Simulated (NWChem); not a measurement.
Molecule: C$_{4}$H$_{2}$F$_{2}$O; SMILES c1oc(c(c1)F)F

```xyz
9

F     -0.6368     1.9598     0.0000
C     -0.4644     0.6502     0.0000
C     -1.4839    -0.3490     0.0000
C     -0.8229    -1.5387     0.0000
O      0.5191    -1.3357     0.0000
C      0.7206    -0.0189     0.0000
F      1.9615     0.3822     0.0000
H     -2.5588    -0.1849     0.0000
H     -1.1483    -2.5745     0.0000
```
Atoms are numbered in this order, from 1.

All runs: NWChem. Structure relaxed at the PBE0/def2-SVP level. GIAO values for the isolated, static molecule; σ is the absolute isotropic shielding, δ = σ(reference) − σ with the isolated reference molecule computed at the same levels (13C: tetramethylsilane, 19F: trichlorofluoromethane, 1H: tetramethylsilane, 17O: water).

Problem. What does the run give for PBE/pcSseg-1? Quantities: δ F1 (ppm); δ C2 (ppm); δ C3 (ppm); δ C4 (ppm); δ O5 (ppm); δ C6 (ppm); δ H8 (ppm).

Solution. 
```
Item         Value
----------  ------
δ F1 (ppm)  -214.0
δ C2 (ppm)   133.5
δ C3 (ppm)   108.2
δ C4 (ppm)   126.4
δ O5 (ppm)   273.3
δ C6 (ppm)   149.5
δ H8 (ppm)    6.30
```
